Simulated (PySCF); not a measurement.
## Stretching CaF⁺

Set-up: Ca aug-pcseg-1, F aug-pcseg-1; no relativity (PySCF 2.14). Energies in eV from Ca⁺ + F in their ground configurations at the same level. State: ¹Σ⁺ (singlet), closed shell.

Curves on a restricted Hartree–Fock reference rise too fast on stretching and do not dissociate correctly.

```csv
R (Å),PBE,BHandHLYP,RHF-MP2,PBE0
1.621,-5.206,-4.103,-4.352,-4.759
1.696,-5.860,-4.815,-5.143,-5.424
1.772,-6.225,-5.223,-5.623,-5.795
1.828,-6.357,-5.378,-5.827,-5.928
1.885,-6.395,-5.432,-5.927,-5.965
1.942,-6.361,-5.408,-5.946,-5.928
2.017,-6.232,-5.284,-5.875,-5.791
2.111,-5.978,-5.027,-5.675,-5.524
2.224,-5.595,-4.626,-5.333,-5.120
2.375,-5.028,-4.020,-4.788,-4.518
```

Task: Put a parabola through the three lowest points of the PBE curve and estimate Re, k and ωe (reduced mass 12.88 u; 1 eV/Å² = 0.16022 mdyn/Å; ωe = 1302.8·√(k/μ) cm⁻¹).

Result: Through R = 1.828, 1.885, 1.942 Å the second-order coefficient is 11.1 eV/Å², so Re ≈ 1.887 Å, k ≈ 3.55 mdyn/Å and ωe ≈ 684 cm⁻¹. A polynomial fit of higher order to the unrounded PBE energies gives Re = 1.884 Å, k = 3.63 mdyn/Å, ωe = 692 cm⁻¹; anharmonicity and rounding make the difference.

The higher-order fit for each curve: PBE: Re = 1.884 Å, ωe = 692 cm⁻¹, De = 6.40 eV; BHandHLYP: Re = 1.894 Å, ωe = 704 cm⁻¹, De = 5.43 eV; RHF-MP2: Re = 1.928 Å, ωe = 667 cm⁻¹, De = 5.95 eV; PBE0: Re = 1.882 Å, ωe = 704 cm⁻¹, De = 5.97 eV.

Correlated steps freeze 6 core orbitals. Correlated levels converge slowly with the basis: in double zeta they bind strong bonds too weakly, by up to about 1 eV, and carry superposition errors of some tenths. For an ion De counts to the pair picked by the measured ionisation energies or electron affinities, which need not be the lowest pair at this level. Where the molecule has an RHF reference, its open-shell atoms are computed with UHF.
